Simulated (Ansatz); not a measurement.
Consider the isomerisation: `COC[SiH2]P` → `C[Si](C)(O)P`.

Computed with Ansatz on PBE0-D4/def2-TZVP structures; ΔE is electronic, products minus reactants. CBS: MP2 limit from def2 TZ/QZ plus the TZ coupled-cluster correction, frozen cores. DFT in def2-TZVPP. Each species was taken in one conformer, which may not be the lowest.

`COC[SiH2]P`:

```xyz
14

C    -0.831    2.477   -0.362
O    -0.950    1.186    0.172
C     0.060    0.319   -0.283
Si   -0.196   -1.385    0.491
P     1.439   -2.731   -0.296
H     0.125    2.939   -0.081
H    -0.901    2.464   -1.459
H    -1.649    3.077    0.039
H     0.043    0.229   -1.381
H     1.059    0.703   -0.018
H    -1.493   -1.957    0.043
H    -0.200   -1.273    1.973
H     2.420   -2.239    0.608
H     1.074   -3.809    0.554
```

`C[Si](C)(O)P`:

Z-matrix (Å, degrees):
```
C
Si 1 1.869
H 1 1.093 2 110.8
H 1 1.095 2 111.0 3 -119.5
H 1 1.092 2 111.1 3 120.1
C 2 1.867 1 109.9 3 59.9
O 2 1.657 1 110.2 3 -177.1
P 2 2.255 1 113.8 3 -61.8
H 6 1.093 2 111.1 1 -61.4
H 6 1.094 2 110.9 1 58.3
H 6 1.092 2 110.9 1 178.3
H 7 0.958 2 117.5 1 -45.2
H 8 1.423 2 92.6 1 53.6
H 8 1.421 2 94.0 1 -39.8
```

```tsv
level	ΔE (kJ/mol)	difference from CCSD(T)/CBS
B2PLYP	-286.8	8.4
PBE	-273.2	22.0
r2SCAN	-292.3	2.9
PBE0	-281.3	13.9
HF/def2-TZVPP	-276.3	18.9
SCS-MP2/def2-TZVPP	-290.6	4.6
CCSD/def2-TZVPP	-288.1	7.1
CCSD(T)/def2-TZVPP	-288.3	6.9
SCS-MP2/def2-QZVPP	-295.1	0.1
HF/CBS(def2)	-277.0	18.2
CCSD(T)/CBS	-295.2	0
```

Largest T1 diagnostic among the species: 0.012.

From PBE to PBE0 (25 % exact exchange), in def2-TZVPP and without D4, ΔE moves by −8.1 kJ/mol. In def2-TZVPP, CCSD(T) changes the Hartree–Fock value by −12.0 kJ/mol (the triples alone add −0.2 kJ/mol) and MP2 by −27.8 kJ/mol. The D4 term adds −6.5 kJ/mol with B3LYP and −3.6 kJ/mol with PBE0; it sums over pairs of atoms, weighted by their polarisabilities, and B3LYP, whose exchange is more repulsive, gets the larger term.

B3LYP here is the variant with VWN-RPA as its local correlation; programs differ in this.
